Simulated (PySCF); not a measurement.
# Deuteron quadrupole couplings in `C1=C[C@H]2C[C@H](C2)[SiH2]1`

Compound: C6H10Si.
Z-matrix (Å and degrees, GFN2-xTB geometry), rows numbered from 1:
```
C 
C   1  1.3306
C   2  1.4959  1  121.99
C   3  1.5410  2  111.35  1   -47.83
C   4  1.5361  3   87.49  2    88.14
C   5  1.5361  4   87.61  3    23.83
Si  1  1.8801  2  118.60  3     0.01
H   1  1.0813  2  119.48  3  -179.97
H   2  1.0839  1  121.45  3   179.99
H   3  1.0915  2  111.34  1   179.97
H   4  1.0896  3  116.36  2   -31.80
H   4  1.0900  3  111.78  2  -158.43
H   5  1.0894  4  116.67  3   142.60
H   6  1.0896  3  116.35  2    31.80
H   6  1.0900  3  111.78  2   158.40
H   7  1.4677  1  112.33  2  -116.78
H   7  1.4676  1  112.31  2   116.82
```

Level: PBE0/pcSseg-1 (PySCF, non-relativistic); Q(2H) = 0.00286 b; rigid geometry, the same for H and D, with no vibrational averaging.

Question: Rank these positions by the coupling χzz of a deuteron there, largest first.
A. H8 (vinylic hydrogen)
B. H16 (Si–H hydrogen)
C. H12 (methylene hydrogen)
D. H9 (vinylic hydrogen)

Answer: A (224 kHz), D (216 kHz), C (209 kHz), B (108 kHz).

What are Vzz, η and χzz (234.96 MHz × Q × Vzz) at all hydrogens?

```json
{"atom": "H8", "bonded to": "C1", "bond length (Å)": "1.081", "Vzz (au)": "0.3333", "η": "0.04", "χzz (kHz)": "224"}
{"atom": "H9", "bonded to": "C2", "bond length (Å)": "1.084", "Vzz (au)": "0.3215", "η": "0.04", "χzz (kHz)": "216"}
{"atom": "H10", "bonded to": "C3", "bond length (Å)": "1.092", "Vzz (au)": "0.3053", "η": "0.03", "χzz (kHz)": "205"}
{"atom": "H11", "bonded to": "C4", "bond length (Å)": "1.090", "Vzz (au)": "0.3092", "η": "0.02", "χzz (kHz)": "208"}
{"atom": "H12", "bonded to": "C4", "bond length (Å)": "1.090", "Vzz (au)": "0.3105", "η": "0.02", "χzz (kHz)": "209"}
{"atom": "H13", "bonded to": "C5", "bond length (Å)": "1.089", "Vzz (au)": "0.3173", "η": "0.02", "χzz (kHz)": "213"}
{"atom": "H14", "bonded to": "C6", "bond length (Å)": "1.090", "Vzz (au)": "0.3092", "η": "0.02", "χzz (kHz)": "208"}
{"atom": "H15", "bonded to": "C6", "bond length (Å)": "1.090", "Vzz (au)": "0.3104", "η": "0.02", "χzz (kHz)": "209"}
{"atom": "H16", "bonded to": "Si7", "bond length (Å)": "1.468", "Vzz (au)": "0.1606", "η": "0.01", "χzz (kHz)": "108"}
{"atom": "H17", "bonded to": "Si7", "bond length (Å)": "1.468", "Vzz (au)": "0.1607", "η": "0.01", "χzz (kHz)": "108"}
```

Average by the element that carries the hydrogen.

on C: 211 kHz over 8 positions, mean bond length 1.088 Å; on Si: 108 kHz over 2 positions, mean bond length 1.468 Å.

How does χzz go with the bond length over the 8 C–H bonds?

A straight-line fit has a slope of -16.4 kHz for each 0.01 Å, with a correlation coefficient of -0.95, over lengths from 1.081 to 1.092 Å. The longer bonds have the smaller couplings here.

Isolated species at its GFN2-xTB geometry, gas phase. GFN2-xTB bond lengths can be off by several hundredths of an ångström, more for odd bonds, and the gradients follow them. These gradients aren't converged with respect to the basis.
